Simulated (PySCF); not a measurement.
# Computed records: B₂GeH₈Si

Computed with PySCF 2.14.0. Calculation on a computer-drawn molecule: the log of a Hartree-Fock and frozen-core CCSD(T) single point meant for a local Hartree-Fock minimum, with one planted fault or none, to be diagnosed. Offsets are logged minus clean, where the clean run is the same molecule without the fault. The reference is restricted for singlets and unrestricted otherwise, and also for a bond in bohr or an excited solution. Adding or removing an electron swaps singlet and doublet. The excited solution moves the top pair (singlet) or top alpha electron (doublet) to the lowest empty orbital. Highest occupied and lowest empty are orbital energies over both spins, largest force is the largest gradient component, triples share is (T) over the correlation energy, the T1 limit is 0.02 restricted and 0.045 unrestricted, electrons count all cores, a negative frequency is imaginary (commonest isotopes), and the dipole is about the centre of nuclear charge; on germanium a core potential holds 10 electrons, which the energies leave out, and 3d is frozen in MP2 and coupled-cluster steps.

```yaml
- formula: B2GeH8Si
  logged_structure:
    atoms_angstrom:
      - [B, -1.2577, -2.5326, 1.6405]
      - [Ge, -0.3991, -1.0836, 0.4035]
      - [B, -0.9315, 0.8144, 1.1141]
      - [Si, 0.3437, 2.0583, 2.1076]
      - [H, -2.3506, -2.9666, 1.4084]
      - [H, -0.6853, -2.924, 2.6184]
      - [H, 1.1307, -1.249, 0.3648]
      - [H, -0.9122, -1.2398, -1.0396]
      - [H, -2.0541, 1.1777, 0.8897]
      - [H, 1.3457, 1.3083, 2.9053]
      - [H, 1.0683, 2.8465, 1.0745]
      - [H, -0.3545, 3.0057, 3.0124]
  given:
    meant_charge: 0
    meant_multiplicity: 1
    meant_basis: "cc-pV(D+d)Z"
    meant_basis_and_core_potential_on_germanium: "cc-pVDZ-PP ECP10MDF"
    logged_electrons: 64
    logged_basis_functions: 114
    logged_SCF_converged: "yes"
    logged_spin_squared: 2.0444
    "logged_highest_occupied [eV]": -7.5097
    "logged_lowest_empty [eV]": -1.7315
    "logged_largest_force [hartree/bohr]": 0.033242
    logged_T1_diagnostic: 0.025999
    logged_D1_diagnostic: 0.10919
    logged_triples_share: 0.029067
    logged_CC_converged: "yes"
    "logged_dipole_magnitude [debye]": 2.0495
    logged_SCF_stable_within_its_kind: "yes"
    "logged_energy_HF [hartree]": -636.1691
    "logged_energy_CCSD(T) [hartree]": -636.61712
    possible_faults: "no fault, one electron removed, one electron added, multiplicity raised by two, geometry at a saddle point, SCF held on an excited solution, minimal basis STO-3G, one bond length entered in bohr, all coordinates scaled"
    drawn_bonds_atom: [1, 2, 3, 1, 1, 2, 2, 3, 4, 4, 4]
    drawn_bonds_other_atom: [2, 3, 4, 5, 6, 7, 8, 9, 10, 11, 12]
    drawn_bonds_order: [1, 1, 1, 1, 1, 1, 1, 1, 1, 1, 1]
  results: {}
```

Question: B₂GeH₈Si: planted fault?
Answer: multiplicity raised by two

Further results for B₂GeH₈Si:

| Item | Value |
| --- | --- |
| HF energy offset from clean run | 60.65 kcal/mol |
| CCSD(T) energy offset from clean run | 62.95 kcal/mol |
